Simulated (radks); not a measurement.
Results of a calculation; reference values are marked as such.
Question: Mn3+, 22 electrons, occupied as [Ar] 3d4 (the NIST ground configuration). Level of theory: non-relativistic Kohn-Sham, Slater X-alpha with alpha = 0.667, spin-polarised, spherical densities, point nucleus; open shells are filled with parallel spins first (a radial shooting solver on a logarithmic mesh with Libxc functionals). Some entries of the table are withheld. Estimate them.

orbital,occ.,eigenvalue (eV),<r^2> (bohr^2),r(max) (bohr)
1s down,1,-6392.907,0.005100,0.04061
1s up,1,-6392.907,0.005101,0.04061
2s up,1,-766.6610,0.09481,0.2359
2s down,1,-764.3117,0.09443,0.2356
2p up,3,-662.9083,0.07617,0.1896
2p down,3,-661.1216,0.07576,0.1894
3s up,1,-119.8248,0.8389,0.7413
3s down,1,-114.6017,0.8457,0.7423
3p up,3,(1),(2),0.7501
3p down,3,(3),(4),0.7517
3d up,4,-41.9122,1.340,0.7323
3d down,0,-36.9564,1.429,0.7403

Answer: 
(1) 3p up eigenvalue (eV): -90.0548
(2) 3p up <r^2> (bohr^2): 0.9347
(3) 3p down eigenvalue (eV): -84.9124
(4) 3p down <r^2> (bohr^2): 0.9470
